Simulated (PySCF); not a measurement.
First SCF of a structure search on quartet MoN₂⁻, at a hand-made end-on geometry. PySCF input:

```python
from pyscf import gto, scf, dft
mol = gto.M(atom='''
Mo     0.000000     0.000000     0.000000
N      0.000000     0.000000     2.152700
N      1.044000     0.000000     2.752700''',
    basis={'Mo': 'def2-SVPD', 'N': 'def2-SVPD'},
    ecp={'Mo': 'def2-SVPD'},
    charge=-1, spin=3)
mf = dft.UKS(mol, xc='PBE')
mf.grids.atom_grid = (50, 194)
aux = {'Mo': 'def2-universal-JKFIT', 'N': 'def2-universal-JKFIT'}
mf = mf.density_fit(auxbasis=aux)
mf.conv_tol = 1e-08
mf.diis_space = 10
mf.max_cycle = 60
mf.init_guess = 'minao'
mf.verbose = 4
mf.kernel()
```

Excerpt of the output (cycles alone):

```
init E= -170.184586932
cycle= 1 E= -176.527874702203  delta_E= -6.34  |g|= 1.03  |ddm|= 2.29
cycle= 2 E= -170.109479747656  delta_E= 6.42  |g|= 2.62  |ddm|=   12
cycle= 3 E= -175.533684747026  delta_E= -5.42  |g|= 1.33  |ddm|= 10.8
cycle= 4 E= -176.970415157661  delta_E= -1.44  |g|= 0.793  |ddm|= 5.71
cycle= 5 E= -177.284091974771  delta_E= -0.314  |g|= 0.404  |ddm|= 1.58
cycle= 6 E= -177.392081910872  delta_E= -0.108  |g|= 0.225  |ddm|= 1.49
cycle= 7 E= -177.418535798328  delta_E= -0.0265  |g|= 0.131  |ddm|= 0.393
cycle= 8 E= -177.428027832537  delta_E= -0.00949  |g|= 0.0934  |ddm|= 0.268
cycle= 9 E= -177.430541876013  delta_E= -0.00251  |g|= 0.0635  |ddm|= 0.181
cycle= 10 E= -177.432679125132  delta_E= -0.00214  |g|= 0.0133  |ddm|= 0.114
cycle= 11 E= -177.432834403292  delta_E= -0.000155  |g|= 0.0084  |ddm|= 0.0551
cycle= 12 E= -177.432917774748  delta_E= -8.34e-05  |g|= 0.00236  |ddm|= 0.0324
cycle= 13 E= -177.432945225974  delta_E= -2.75e-05  |g|= 0.00131  |ddm|= 0.0253
cycle= 14 E= -177.432956828474  delta_E= -1.16e-05  |g|= 0.00067  |ddm|= 0.0207
cycle= 15 E= -177.432959000636  delta_E= -2.17e-06  |g|= 0.000241  |ddm|= 0.01
cycle= 16 E= -177.432959203852  delta_E= -2.03e-07  |g|= 8.63e-05  |ddm|= 0.00251
cycle= 17 E= -177.432959238994  delta_E= -3.51e-08  |g|= 5.78e-05  |ddm|= 0.00118
cycle= 18 E= -177.432959245392  delta_E= -6.4e-09  |g|= 7.87e-06  |ddm|= 0.0005
Extra cycle  E= -177.432959245177  delta_E= 2.15e-10  |g|= 2.51e-05  |ddm|= 8.22e-05
converged SCF energy = -177.432959245177  <S^2> = 4.8567524  2S+1 = 4.5196249
```

No lower solution of this spin was found from smeared starts or by a stability analysis within the unrestricted form.

With open d or f shells other occupations or spin states may lie lower.

The search for the lowest solution, 3 starts and the stability check together, took 15 s on 2 threads of a shared Arm Neoverse V1 host, with 74 basis functions; the process peaked at 0.32 GiB.
